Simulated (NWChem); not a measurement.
Species: SF$_{3}$ cation; SMILES F[S+](F)F

Computed with NWChem. Geometry: optimised at PBE0/def2-SVP. Level: M06-2X/def2-SVP with SMD (1 M gas to 1 M solution), gas-phase geometry. Reactions with the solvent are ignored.

```tsv
solvent	dielectric constant	solvation free energy (kcal/mol)	cavity-dispersion-structure term (kcal/mol)
water	78.4	-61.5	2.6
anisole	4.22	-49.2	0.3
diethyl ether	4.24	-49.8	-0.2
benzene	2.27	-36.4	-0.1
acetonitrile	35.7	-62.7	0.4
1,4-dioxane	2.21	(withheld)	0.5
tetrahydrofuran	7.43	-55.8	0.3
```

**Question.** Some entries are withheld; supply them.

**Answer.** 
- 1,4-dioxane, solvation free energy (kcal/mol): -35.0
